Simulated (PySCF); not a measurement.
**Dipole moment and polarisability of `CC#[N+][GaH2-][O]C(C)C`**

C5H12GaNO.
Cartesian coordinates in Å at the PBE0-D3(BJ)/def2-SVP level; atoms count from 1:
```
atom  x, y, z in Å
C1    -3.4718   -0.9359    1.1858
C2    -2.6603   -0.2220    0.2239
N3    -2.0024    0.3438   -0.5337
Ga4   -0.4490    1.4586   -1.5843
O5     0.7604    1.3810   -0.2244
C6     1.7516    0.4154   -0.0485
C7     2.8007    0.4707   -1.1536
C8     1.1692   -0.9876    0.0980
H9    -3.9950   -0.2204    1.8359
H10   -2.8279   -1.5790    1.8029
H11   -4.2120   -1.5596    0.6650
H12   -0.2572    0.4971   -2.8173
H13   -1.1571    2.8552   -1.6394
H14    2.2639    0.6584    0.9053
H15    3.2053    1.4906   -1.2342
H16    2.3543    0.2010   -2.1251
H17    3.6367   -0.2202   -0.9593
H18    1.9504   -1.7328    0.3165
H19    0.4349   -1.0082    0.9186
H20    0.6578   -1.2935   -0.8304
```

Level: CAM-B3LYP/def2-SVPD (PySCF), static field, nuclei fixed, core orbitals frozen in the response. The polarisability tensor in these axes (au):

```
x   111.84   3.59  -8.57
y     3.59  96.93 -10.55
z    -8.57 -10.55  96.98
```

Task: Diagonalise the tensor; give its mean and Δα, where Δα² is half the sum of the squared differences of the eigenvalues.

Result: Principal values 85.86, 101.11 and 118.78 au; mean 101.92 au = 15.10 Å³ = 16.80 × 10⁻⁴⁰ C²·m²/J; Δα = 28.54 au (28 % of the mean).

Task: What is the dipole moment, and where does it point?

Result: (-5.06, -4.28, 3.31) D, 7.40 D in size, pointing from the negative to the positive side. Measured along this direction, the outermost atoms are H15 at the negative end and H11 at the positive end.

Task: Find the Langevin capture rate constant for H3O+ (19.018 u) meeting this molecule (171.017 u), k = 2.342 × 10⁻⁹ cm³/s × √(α in Å³ / reduced mass in u).

Result: The reduced mass is 17.12 u, so k = 2.20 × 10⁻⁹ cm³/s. The formula leaves out the permanent dipole, which adds to the capture rate.

Task: Orientational against electronic polarisability at 273 K (dilute gas, rigid molecules)?

Result: In Gaussian units μ²/3kT = 484.60 Å³ against 15.10 Å³, a ratio of 32.09; the Debye molar polarisation (4π/3)N_A(α + μ²/3kT) is 1260.5 cm³/mol, leaving out the vibrational part.

Task: What would n − 1 = 2πNα be for an ideal gas of these molecules at 500 K and 1 atm, electronic part alone?

Result: N = p/kT = 1.4678 × 10¹⁹ cm⁻³, so n − 1 = 2π × N × 15.10 × 10⁻²⁴ cm³ = 1393 × 10⁻⁶ at long wavelengths, for an ideal gas.

Task: Sum over states: ᾱ = Σ f/ω², ω in Eh. What share falls to these 10 lowest TDDFT singlets (eV, f)? 6.12, 0.0072; 6.17, 0.0197; 6.34, 0.0049; 6.40, 0.0200; 6.59, 0.0087; 6.61, 0.0224; 6.87, 0.0022; 6.96, 0.0060; 7.06, 0.0326; 7.25, 0.0852.

Result: They add up to 3.32 au, 3.3 % of the 101.92 au; the largest single term is 1.20 au, from the state at 7.25 eV. Terms in order: 0.14, 0.38, 0.09, 0.36, 0.15, 0.38, 0.03, 0.09, 0.48, 1.20 au. Higher excitations give the rest. The strengths listed sum to 0.209.

Task: Rayleigh depolarisation ratio (linearly polarised light, static tensor)?

Result: ρ = 3Δα²/(45ᾱ² + 4Δα²) = 2443.8/(467404 + 3258.4) = 0.00519.

One conformer (not necessarily the lowest) at the PBE0-D3(BJ)/def2-SVP geometry, without solvent, vibrations or thermal averaging. The calculation is non-relativistic, for gallium too.
